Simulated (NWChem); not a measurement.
System: C₂H₇NSi, singlet; SMILES [SiH]N(C)C

Input file for NWChem:

```
start job
memory heap 200 mb stack 900 mb global 1100 mb
geometry units angstroms noautoz
  Si     0.074371    -1.478870     0.000000
  H     -1.453433    -1.664135     0.000000
  N      0.005202     0.251913     0.000000
  C      1.236825     1.016577     0.000000
  C     -1.170607     1.095546     0.000000
  H      1.304111     1.667539    -0.890812
  H      1.304111     1.667539     0.890812
  H      2.105076     0.341615     0.000000
  H     -1.188311     1.752256     0.889461
  H     -1.188311     1.752256    -0.889461
  H     -2.080463     0.482802     0.000000
end
basis spherical
  Si library aug-pcseg-1
  H library aug-pcseg-1
  N library aug-pcseg-1
  C library aug-pcseg-1
end
dft
  xc pbe0
  iterations 150
  mulliken
end
task dft energy
```

Low-valent species are run as closed-shell singlets; no triplet was tried in these runs. The geometry was optimised at PBE0/def2-SVP.

What results follow from this input? (PBE0/aug-pcseg-1.) Quantities: basis functions; energy (Ha); highest occupied level (eV); orbital gap (eV); dipole (D).

The number of basis functions is 159. The energy (Ha) is -424.32. The highest occupied level (eV) comes out as -6.26 and the orbital gap (eV) comes out as 4.66. The dipole (D) is 2.21.
